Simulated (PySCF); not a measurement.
# How methods differ on the excitation energy of Fe²⁺

Fe²⁺ [Ar] 3d6 (5D) → Fe²⁺ [Ar] 3d5 4p1 (7P), as a difference of total energies. All numbers are calculated (PySCF 2.14, the spin-free X2C one-electron Hamiltonian (Gaussian nucleus), in ANO-RCC-VTZP). Correlated levels: valence and next inner shell: [Ne] frozen. The calculations carry no spin-orbit coupling.

| method | excitation energy (eV) |
| --- | --- |
| UHF | 8.700 |
| MP2 (valence and next inner shell) | 10.153 |
| SCS-MP2 (valence and next inner shell) | 10.272 |
| CCSD (valence and next inner shell) | 9.911 |
| CCSD(T) (valence and next inner shell) | 9.934 |

Question: How much does correlation contribute at CCSD(T) (valence and next inner shell)?

Answer: 9.934 − (8.700) = 1.234 eV, measured against UHF.

A first-order spin-orbit estimate (lowest level to lowest level, LS coupling) adds 0.013 eV.

The basis was made for the ground configuration and has no added diffuse functions, so the excitation energy can come out too high.
